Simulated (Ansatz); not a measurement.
AlFH2OZn (`[OH][Al]([F])[ZnH]`), 6 atoms. Total charge 0; spin multiplicity 1. For Zn the d shell is correlated and the shells below it are frozen. Scalar relativity is left out up to krypton. All runs use 2 threads of an Arm Neoverse V1 on a shared host. Correlated methods freeze the cores.

(1) Give the basis size and wall time and peak host memory of each of these runs in Ansatz. RKS B2PLYP (frozen core with 3s3p of Cu, Zn)/def2-TZVPP energy; RKS SPW92 (LDA)/def2-TZVPP energy; RKS ωB97M-V/def2-SVP energy; RKS B3LYP-D4/def2-TZVPP energy and forces; direct RPA on PBE orbitals with 3s3p of Cu, Zn/def2-TZVPP energy; RHF-MP2 with 3s3p of Cu, Zn/def2-QZVPP energy; RKS PBE0-D4/def2-TZVPP energy; RKS PBE0-D4/def2-TZVP frequencies; RHF-CCSD(T) with 3s3p of Cu, Zn/def2-TZVPP energy; RKS PBE0-D4/def2-TZVP relaxation (14 steps); RKS ωB97M-V/def2-QZVPP energy; RHF-CCSD(T) with 3s3p of Cu, Zn/def2-SVP energy. (An estimate is asked.)

## Answers

(1) The calculation gave: Other jobs shared the machine, so times are rough.

```tsv
level	job	functions	wall time	peak host memory (GiB)
RKS SPW92 (LDA)/def2-TZVPP	energy	196	1.4 s	0.22
RHF-CCSD(T) with 3s3p of Cu, Zn/def2-SVP	energy	87	3.3 s	0.25
RKS PBE0-D4/def2-TZVPP	energy	196	3.7 s	0.45
direct RPA on PBE orbitals with 3s3p of Cu, Zn/def2-TZVPP	energy	196	6 s	0.36
RKS B3LYP-D4/def2-TZVPP	energy and forces	196	6 s	0.47
RKS B2PLYP (frozen core with 3s3p of Cu, Zn)/def2-TZVPP	energy	196	6.5 s	0.42
RKS ωB97M-V/def2-SVP	energy	87	7.5 s	0.25
RHF-MP2 with 3s3p of Cu, Zn/def2-QZVPP	energy	344	18 s	1.3
RKS ωB97M-V/def2-QZVPP	energy	344	24 s	1.2
RKS PBE0-D4/def2-TZVP	relaxation (14 steps)	159	62 s	0.39
RHF-CCSD(T) with 3s3p of Cu, Zn/def2-TZVPP	energy	196	92 s	2.2
RKS PBE0-D4/def2-TZVP	frequencies	159	110 s	0.39
```

B3LYP here is the variant with VWN-RPA as its local correlation; programs differ in this.
